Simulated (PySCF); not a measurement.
Unrelated species, one level of theory. Computed with TDDFT PBE0/def2-SVPD, vertical, gas phase, core orbitals frozen in the response (PySCF 2.14.0, density-fitted response routines). Geometries: GFN2-xTB; one conformer of each isolated species. Triplets are in the Tamm–Dancoff approximation.

**Question.** Rank by computed S1–T1 gap, highest first.
A. `COc1cpcs1`
B. `CO[C@H](F)COC(F)F`
C. `CC[SiH2][SiH2]C`
D. `C=Cc1ccoc1C(=O)F`
E. `C#CCCC(=C)C=C`
F. `c1ccc(C(=O)O)cc1F`
G. `Cc1cccc(C)c1`
H. `C=CCC(=O)OC`

**Answer.** E (2.45 eV), D (1.86 eV), A (1.69 eV), H (1.42 eV), G (1.29 eV), F (1.14 eV), C (0.84 eV), B (0.22 eV).

```tsv
SMILES	S1−T1 (eV)	S1 (eV)	T1 (eV)	S1 mainly	T1 mainly	f(S1)
C#CCCC(=C)C=C	2.45	5.63	3.18	H→L (89%)	H→L (93%)	0.387
C=Cc1ccoc1C(=O)F	1.86	4.67	2.82	H→L (98%)	H→L (94%)	0.386
COc1cpcs1	1.69	4.62	2.93	H→L (90%)	H→L (93%)	0.051
C=CCC(=O)OC	1.42	5.87	4.45	H→L (39%)	H→L (58%)	0.012
Cc1cccc(C)c1	1.29	5.35	4.06	H→L (60%)	H→L+1 (54%)	0.004
O=C(O)c1cccc(F)c1	1.14	4.89	3.75	H→L (82%)	H→L (57%)	0.045
CC[SiH2][SiH2]C	0.84	6.75	5.91	H→L (96%)	H→L (90%)	0.054
CO[C@H](F)COC(F)F	0.22	8.22	8.00	H→L (84%)	H→L (77%)	0.016
```

H and L stand for HOMO and LUMO. For `Cc1cccc(C)c1` the leading configurations of S1 and T1 differ. Singlets come from full response and triplets from the Tamm–Dancoff approximation.
